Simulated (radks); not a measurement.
Question: Ionisation of the palladium ion Pd2+, [Kr] 4d8, to [Kr] 4d7 as the strength of local exchange is varied. Calculated with a radial shooting solver on a logarithmic mesh with Libxc functionals: non-relativistic Kohn-Sham, Slater X-alpha exchange (alpha = 2/3 is LDA exchange), no correlation, spin-polarised, spherical densities, point nucleus; open shells are filled with parallel spins first (spin-orbit coupling, left out, can overturn this in heavy ions); relativity is left out, which matters for an element this heavy.

| alpha | E(Pd2+) (hartree) | exchange (hartree) | IE (eV) | -e of the level emptied (eV) | <r> of it (bohr) |
|---|---|---|---|---|---|
| 0.584 | -4913.75726 | -114.59779 | 30.744 | 24.103 (4d) | 1.402 |
| 0.616 | -4920.04054 | -121.02922 | 31.329 | 24.646 (4d) | 1.392 |
| 0.834 | -4963.05541 | -165.26112 | 35.517 | 28.573 (4d) | 1.333 |
| 1.01 | -4998.04960 | -201.50079 | 39.155 | 32.020 (4d) | 1.289 |
| x | -4930.07085 | -131.31182 | 32.277 | 25.531 (4d) | 1.378 |

Which alpha was used in the last row?

Answer: alpha = 0.667. NIST Atomic Spectra Database: 32.930 eV (semi-empirical). The Delta-SCF value meets it near alpha = 0.70. Relativity is left out here, which matters for elements this heavy. Open shells are spherical and high-spin; term and fine-structure splittings are not resolved.
